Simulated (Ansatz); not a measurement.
Reaction (ligand exchange at the Si–C bond): `FBOC[SiH3]` + `C[N](C)[Y]([OH])[OH]` → `C[N](C)[Y]([OH])[O][SiH3]` + `COBF`

Calculated with Ansatz (gas phase, PBE0-D4/def2-TZVP geometries, no zero-point term in ΔE). CBS: MP2 limit from def2 TZ/QZ plus the TZ coupled-cluster correction, frozen cores. DFT in def2-TZVPP. B3LYP here is the variant with VWN-RPA as its local correlation; programs differ in this. def2 core potentials past Kr. For Y outer-core shells are correlated without core-valence functions, which leaves a few kJ/mol of doubt a bond. Each species was taken in one conformer, which may not be the lowest.

```csv
species,B3LYP energy (Eh)
`FBOC[SiH3]`,-531.35673
`C[N](C)[Y]([OH])[OH]`,-324.85108
`C[N](C)[Y]([OH])[O][SiH3]`,-615.62027
`COBF`,-240.63830
```

(1) Work out ΔE.

Largest T1 diagnostic among the species: 0.014.

Results:

(1) ΔE = (-615.62027) + (-240.63830) − (-531.35673) − (-324.85108) = -0.05076 Eh = -133.3 kJ/mol. CCSD(T)/CBS gives -132.0 kJ/mol.

In def2-TZVPP, CCSD(T) changes the Hartree–Fock value by +22.1 kJ/mol (the triples alone add +2.7 kJ/mol) and MP2 by +20.0 kJ/mol. From PBE to PBE0 (25 % exact exchange), in def2-TZVPP and without D4, ΔE moves by −7.5 kJ/mol.
